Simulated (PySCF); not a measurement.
## Polarisability and C₆ of B⁺ (boron, charge +1)

[He] 2s1 2p1, high-spin 3P determinant (an excited configuration). All numbers are calculated (PySCF 2.14, the non-relativistic Hamiltonian (point nucleus), in def2-QZVPPD). Coupled (time-dependent) response in atomic units; α is the mean over directions.

```
method  mean α (bohr³)         α xx, yy, zz  C₆ (like pair)  S(−4)
   UHF           7.782  9.233, 4.880, 9.233           17.88  64.90
   PBE           8.078  9.379, 5.475, 9.379           18.51  76.58
  PBE0           7.986  9.347, 5.266, 9.347           18.27  73.54
   M06           7.851  9.043, 5.466, 9.043           17.77  68.54
 TPSSh           7.897  9.204, 5.283, 9.204           18.23  68.98
```

S(−4) is the Cauchy moment in α(ω) = α(0) + S(−4) ω² + …

α(iu) at M06:

```json
{"u (hartree)": "0", "α(iu) (bohr³)": "7.851"}
{"u (hartree)": "0.0500", "α(iu) (bohr³)": "7.684"}
{"u (hartree)": "0.100", "α(iu) (bohr³)": "7.235"}
{"u (hartree)": "0.200", "α(iu) (bohr³)": "5.948"}
{"u (hartree)": "0.300", "α(iu) (bohr³)": "4.704"}
{"u (hartree)": "0.500", "α(iu) (bohr³)": "2.983"}
{"u (hartree)": "0.750", "α(iu) (bohr³)": "1.839"}
{"u (hartree)": "1.00", "α(iu) (bohr³)": "1.234"}
{"u (hartree)": "1.50", "α(iu) (bohr³)": "0.6638"}
{"u (hartree)": "2.00", "α(iu) (bohr³)": "0.4147"}
{"u (hartree)": "3.00", "α(iu) (bohr³)": "0.2082"}
{"u (hartree)": "5.00", "α(iu) (bohr³)": "0.08604"}
```

For an ion, C₆ is the dispersion term alone; charge-induced terms of lower order in 1/R come first.

The components differ because the open shell of this determinant is not spherical; for a pure term their mean is the scalar polarisability.
